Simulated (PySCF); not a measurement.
# Broadened absorption spectrum of C4H2N2S

C₄H₂N₂S.
InChI=1S/C4H2N2S/c1-2-4-6-5-3-7-4/h1,3H

Computed, not measured: TDDFT PBE0/def2-SVPD, vertical, gas phase, core orbitals frozen in the response (PySCF 2.14.0, density-fitted response routines). Geometry: GFN2-xTB; no solvent, vibrations or thermal averaging.

Computed states:

```tsv
state	E (eV)	f
S1	4.10	0.0001
S2	5.02	0.210
S3	5.27	0.0002
S4	5.68	0.0001
S5	5.72	0.023
S6	5.73	0.0006
S7	5.97	0.0052
S8	6.29	0.038
```

Broadening: Gaussians 0.4 eV wide at half height, area fixed by f = 4.319×10⁻⁹ ∫ε dν̃. The width is an assumption, not a result. The curve ends short of the highest state used, and states not computed would add to its high-energy end.

(1) Give the broadened spectrum and its maxima.

(2) On this curve, what absorbance would a 10⁻⁴ mol/L sample give at 248 nm over a 1 cm path?

(3) Coming from long wavelengths, where does ε first pass 100 L mol⁻¹ cm⁻¹?

Results:

(1) 
| λ (nm) | ε (L mol⁻¹ cm⁻¹) |
| --- | --- |
| 217.8 | 1650 |
| 220.3 | 1414 |
| 222.7 | 1135 |
| 225.2 | 950 |
| 227.7 | 1063 |
| 230.2 | 1669 |
| 232.7 | 2933 |
| 235.2 | 4909 |
| 237.6 | 7339 |
| 240.1 | 10050 |
| 242.6 | 12401 |
| 245.1 | 13860 |
| 247.6 | 14110 |
| 250.1 | 13154 |
| 252.6 | 11288 |
| 255.0 | 9056 |
| 257.5 | 6699 |
| 260.0 | 4624 |
| 262.5 | 2990 |
| 265.0 | 1819 |
| 267.5 | 1045 |
| 269.9 | 583 |
| 272.4 | 302 |
| 274.9 | 149 |
| 277.4 | 71 |
| 279.9 | 33 |
| 282.4 | 15 |
| 284.8 | 8 |
| 287.3 | 5 |
| 289.8 | 4 |
| 292.3 | 5 |
| 294.8 | 5 |
| 297.3 | 6 |
| 299.7 | 6 |
| 302.2 | 6 |
| 304.7 | 6 |
| 307.2 | 6 |
| 309.7 | 5 |
| 312.2 | 5 |
| 314.6 | 4 |
| 317.1 | 3 |
| 319.6 | 3 |
| 322.1 | 2 |
| 324.6 | 2 |
| 327.1 | 1 |
| 329.5 | 1 |
| 332.0 | 1 |
| 334.5 | 0 |
| 337.0 | 0 |
| 339.5 | 0 |
| 342.0 | 0 |
| 344.4 | 0 |
| 346.9 | 0 |
| 349.4 | 0 |
| 351.9 | 0 |
| 354.4 | 0 |

Maxima: 302 nm (4.10 eV), ε about 6.1, made up of S1 (100%); 247 nm (5.02 eV), ε about 14000, made up of S2 (100%) (ε in L mol⁻¹ cm⁻¹; maxima over ε = 5, shares over 10%). At its high-energy end, 5.69 eV, the curve is still rising (ε about 1600, from S5).

(2) 248 nm is 4.999 eV, where ε is about 14000 L mol⁻¹ cm⁻¹, so A = ε c l ≈ 1.4 (Beer–Lambert, with the gas-phase spectrum and the assumed width).

(3) At about 276 nm (4.49 eV), 0.39 eV above S1.

Time: 16 s wall; peak memory 0.68 GiB. Hardware: an Arm Neoverse V2 with one thread, shared host with 32 logical CPUs at a one-minute load of 19.
